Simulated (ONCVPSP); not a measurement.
Before and after: ONCV potential for Kr (Z = 36)

```
Element                 : krypton
Generator               : ONCVPSP 4.0.1
Type                    : optimised norm-conserving Vanderbilt (ONCV)
Functional              : PBEsol
Relativity              : scalar-relativistic
Frozen core             : [Ar] 3d10
Valence charge          : 8
Reference configuration : 4s2 4p6
Partial waves           : 4s: rc 1.15 bohr, ncon 3, nbas 6, qcut 6.9 1/bohr, 3 projectors, debl 0.9 Ha; 4p: rc 1.20 bohr, ncon 4, nbas 8, qcut 5.8 1/bohr, 2 projectors, debl 1.4 Ha
Local potential         : polynomial inside 0.95 bohr (lpopt 5, dvloc0 2 Ha)
Core correction         : none
```

Change: p: debl 4.7.

Cutoffs: the cutoffs (Ha) at which the residual kinetic energy of the hardest occupied pseudo-wave falls to 1 and 0.1 mHa per electron; they do not see the model core or the augmentation charge, which bear on the density cutoff. Errors are all-electron minus pseudo energies relative to the spin-unpolarised reference configuration.

Q: What does the change do?

A: The potential gets neither clearly harder nor softer (69 Ha and 139 Ha → 69 Ha and 139 Ha); the bound ghosts move from p, s to s; of the 4 tests that both files solve, the error grows in 0 and shrinks in 4 by more than 15 % and 0.3 meV (median size 9.1 → 7.2 meV).

| quantity | base | changed |
| --- | --- | --- |
| cutoff, loose | 69 Ha | 69 Ha |
| cutoff, tight | 139 Ha | 139 Ha |
| bound ghosts | s, p | s |
| GHOST(+) flags under 300 eV | none | none |
| error for 4s2 4p5, meV [ΔE 14.28 eV] | -3.9 | -3.3 |
| error for 4s2 4p4, meV [ΔE 39.46 eV] | -14 | -11 |
| error for 4s2 4p3, meV [ΔE 76.55 eV] | -31 | -24 |
| error for 4s1 4p6, meV [ΔE 28.79 eV] | -4.1 | -0.8 |
| s: phases at 1.17 bohr within 0.05 rad from the reference energy up to (Ha; the scan ends near 5) | to the end of the scan | to the end of the scan |
| p: phases at 1.22 bohr within 0.05 rad from the reference energy up to (Ha; the scan ends near 5) | to the end of the scan | to the end of the scan |

 A true bound ghost makes a file unfit for plane-wave use even where its test errors are small: the radial tests pick states by their node count and pass the ghost by.
